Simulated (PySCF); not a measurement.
Work out the structure from these simulated measurements.

Elements present: C, H, O and Si. Monoisotopic mass: 160.0920 u.

- 13C NMR: chemical shifts (computed TMS as zero) by class: 71.9 (1 C), 54.8 (1 C), 43.0 (1 C), 31.6 (2 C), 29.9 (2 C) ppm [GIAO B3LYP/pcSseg-1]
- Rotational structure: rotational constants A, B, C: 2.221, 0.553, 0.479 GHz [PBE0-D3(BJ)/def2-SVP]
- NMR, other nuclei: isotropic shieldings of nuclei other than C and H, by class: 263 (1 O), 293 (1 O), 368 (1 Si) ppm [GIAO B3LYP/pcSseg-1]
- Dipole: 2.04 D [B3LYP/pcSseg-1]
- 1H NMR: chemical shifts (computed TMS as zero) by class: 4.60 (2 H), 3.76 (3 H), 3.31 (2 H), 2.18 (1 H), 1.59 (2 H), 1.39 (2 H), 1.38 (2 H), 1.09 (2 H) ppm [GIAO B3LYP/pcSseg-1]

Electronic properties: PySCF, gas phase, density fitting. Levels stand in brackets. The structure is a single PBE0-D3(BJ)/def2-SVP conformer in the gas phase; no vibrational or solvent corrections. Each NMR value is the plain mean over a class of atoms that symmetry, rotation or inversion makes alike.

**Question.** Which formula fits the mass and the elements?

**Answer.** C7H16O2Si (calculated 160.0920). No other formula that holds each of these elements comes within 0.0003 u with a fitting electron parity and a possible valence count.

**Question.** Propose a structure and show how it fits.

**Answer.** Numbering: `[CH3:1][O:2][SiH2:3][O:4][CH2:5][CH:6]1[CH2:7][CH2:8][CH2:9][CH2:10]1`. Its formula, C7H16O2Si, gives 1 degree of unsaturation: 1 ring and 0 π bonds in the structure found. 7 carbons fall into 5 classes; from least to most shielded: chain sp3 carbon bound to oxygen [C5] (71.9 ppm), methoxy carbon [C1] (54.8 ppm), sp3 CH carbon [C6] (43.0 ppm), ring CH2 carbon [C7/C10] (31.6 ppm, 2 C), ring CH2 carbon [C8/C9] (29.9 ppm, 2 C, up to 2.3 ppm apart in this geometry). Hydrogen classes from least to most shielded: 2 H on an oxygen-bound silicon, Si3 (4.60 ppm), 3 H on a methoxy carbon, C1 (3.76 ppm), 2 H on an sp3 carbon bound to oxygen, C5 (3.31 ppm, a mean of values up to 0.6 ppm apart in this geometry), 1 H on an sp3 CH carbon, C6 (2.18 ppm), 2 H on 2 ring CH2 carbons, C7/C10 (1.59 ppm), 2 H on 2 ring CH2 carbons, C8/C9 (1.39 ppm), 2 H on 2 ring CH2 carbons, C8/C9 (1.38 ppm), 2 H on 2 ring CH2 carbons, C7/C10 (1.09 ppm, a mean of values up to 1.0 ppm apart in this geometry). The other shieldings belong to: 263 ppm, silyl ether oxygen [O4]; 293 ppm, silyl ether oxygen [O2]; 368 ppm, oxygen-bound silicon [Si3]. The optimised geometry has point group C1 and is an asymmetric top. Structure: `CO[SiH2]OCC1CCCC1`. Computed isomers that give other values at the same levels: `C[Si](C)(C)O[C@H]1CCCO1` (rotational constant A: 2.061 GHz; this holds for the one conformer computed). The assignments are read from this structure; whether some other isomer fits the data as well wasn't checked.
